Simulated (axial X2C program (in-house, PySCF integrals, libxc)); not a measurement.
# Potential curves of AsO⁺, 2c

Calculated with an in-house all-electron X2C program for linear molecules (integrals from PySCF). Two-component (2c) means X2C with spin–orbit coupling and atomic mean-field two-electron Coulomb and Gaunt terms. Basis: As dyall-cv3z [9s9p6d4f1g], O dyall-av3z [7s6p3d2f] (cores contracted in-house); Gaussian nuclei, density fitting, unrestricted open shells. Masses: As 74.922 u, O 15.995 u.

State: Ω = 0 (closed shell). Energies in eV from the lowest point of each curve. Fits are polynomials in 1 − R0/R over 0.85 to 1.23 times the lowest point R0.

| R (Å) | PBE0 |
| --- | --- |
| 1.3546 | 1.9957 |
| 1.4169 | 0.8236 |
| 1.4636 | 0.3231 |
| 1.5103 | 0.0671 |
| 1.5570 | 0.0000 |
| 1.6115 | 0.1024 |
| 1.6660 | 0.3480 |
| 1.7361 | 0.8093 |
| 1.8217 | 1.5096 |
| 1.9463 | 2.6519 |

The state is a single determinant with fixed occupations, the lowest that a limited PBE0 search found. Closed shells are restricted here (equal orbitals for both partners); the stretched side of such a curve lies too high.

Problem. What are Re and ωe at the PBE0 level?

Solution. At PBE0, 2c: Re = 1.553 Å, ωe ≈ 1180 cm⁻¹; Be follows as 0.53 cm⁻¹.
